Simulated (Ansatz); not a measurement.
`NB(Cl)CO` + H₂ → `CB(N)Cl` + H₂O  (hydrogenolysis of a C–O bond)

Program: Ansatz. Geometries: PBE0-D4/def2-TZVP. ΔE: electronic, gas phase. CCSD(T)/CBS is frozen-core, at the limit of the def2 triple- and quadruple-zeta sets. Functionals use def2-TZVPP. Each species was taken in one conformer, which may not be the lowest.

```
             level  ΔE (eV)
            r2SCAN    -1.23
CCSD(T)/def2-TZVPP    -1.27
SCS-MP2/def2-QZVPP    -1.30
     MP2/CBS(def2)    -1.34
```

(1) What does CCSD(T)/CBS give? (An estimate is asked.)

Largest T1 diagnostic among the species: 0.011.

Answers

(1) The calculation gave: -1.30 eV. The listed levels differ from it by 0.07, 0.03, 0.00, -0.04 eV.

The D4 term adds +0.05 eV with B3LYP and +0.03 eV with PBE0; it sums over pairs of atoms, weighted by their polarisabilities, and B3LYP, whose exchange is more repulsive, gets the larger term. In def2-TZVPP, CCSD(T) changes the Hartree–Fock value by +0.09 eV (the triples alone add +0.04 eV) and MP2 by +0.06 eV.

B3LYP here is the variant with VWN-RPA as its local correlation; programs differ in this.
